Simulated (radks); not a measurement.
Spherical quantum dot in the effective-mass picture: electrons in a parabolic well V = omega^2 r^2 / 2 with omega = 1.71, with a point charge +1 (a donor) at the centre, all in effective atomic units (hartree* = m*/eps^2 hartree, bohr* = eps/m* bohr), one dielectric constant everywhere. Calculated with a radial shooting solver with Libxc functionals: non-relativistic Kohn-Sham, exchange-only LDA, spin-polarised, spherical densities. Levels are named by radial order and angular momentum (1s, 1p, 1d, 2s, ...), and open shells are averaged over m. Results are scaled to m* = 0.266 and eps = 4.8, for which hartree* = 314.2 meV and bohr* = 0.9549 nm. Each electron was tried in the lowest free levels, single moves between levels near the top were tried too, and the lowest total energy was kept; such a search can miss a lower state. At N = 1 the Hartree and exchange-correlation terms need not cancel, so that row can carry a self-interaction error.

N	open shells	2S	E (meV)	mu = E(N) - E(N-1) (meV)	addition energy mu(N+1) - mu(N) (meV)	e(HOMO) (meV)	rms radius (nm)
1	1s(up 1, down 0)	1	313.923	313.92	379.3	454.34	0.7653
2	none	0	1007.14	693.22	861.7	818.34	0.8152
3	1p(up 1, down 0)	1	2562.02	1554.9	203.8	1655.3	0.9592
4	1p(up 2, down 0)	2	4320.68	1758.7	207.5	1862.4	1.036
5	1p(up 3, down 0)	3	6286.79	1966.1	278.8	2069.6	1.090
6	1p(up 3, down 1)	2	8531.69	2244.9	184.7	2335.6	1.136
7	1p(up 3, down 2)	1	10961.3	2429.6	189.3	2524.0	1.174
8	none	0	13580.1	2618.9	545.0	2713.6	1.207
9	2s(up 1, down 0)	1	16743.9	3163.8	198.1	3250.2	1.256
10	none	0	20105.9	3362.0	206.6	3447.1	1.298
11	1d(up 1, down 0)	1	23674.5	3568.6	160.7	3649.0	1.336
12	1d(up 2, down 0)	2	27403.8	3729.3	160.1	3809.5	1.369
13	1d(up 3, down 0)	3	31293.2	3889.4	159.0	3969.1	1.399
14	1d(up 5, down 0) 2s(up 1, down 0)	6	35341.6	4048.4	157.9	4121.5	1.427
15	1d(up 5, down 0)	5	39547.9	4206.3	205.8	4285.4	1.452
16	1d(up 5, down 1)	4	43960.1	4412.1	149.7	4487.0	1.477
17	1d(up 5, down 2)	3	48521.9	4561.8	149.4	4636.6	1.500
18	1d(up 5, down 3)	2	53233.2	4711.3	148.8	4785.8	1.522
19	1d(up 5, down 4)	1	58093.3	4860.1	148.0	4934.2	1.543
20	none	0	63101.3	5008.1	492.7	5081.7	1.562
21	1f(up 1, down 0)	1	68602.1	5500.8	135.8	5568.8	1.588
22	1f(up 2, down 0)	2	74238.7	5636.6	135.3	5704.3	1.611
23	1f(up 3, down 0)	3	80010.6	5771.9	134.7	5839.3	1.634
24	1f(up 4, down 0)	4	85917.2	5906.6	134.0	5973.7	1.655
25	1f(up 5, down 0)	5	91957.8	6040.6	133.3	6107.4	1.675
26	1f(up 6, down 0)	6	98131.7	6173.9	132.6	6240.3	1.695
27	1f(up 7, down 0)	7	104438	6306.5	174.0	6372.5	1.713
28	1f(up 7, down 1)	6	110919	6480.5	128.1	6544.6	1.731
29	1f(up 7, down 2)	5	117527	6608.6	127.8	6672.6	1.749
30	1f(up 7, down 3)	4	124264	6736.4	-	6800.2	1.766

All shells are closed at N = 2, 8, 10, 20 (there: 1s2 1p6 1d10 2s2); the second difference of the energy has clear peaks (12 % above both neighbours; the first and last values, which can be the largest, are not judged, and half-filled shells can peak too) at N = 2, 5, 8, 15, 20, 27.
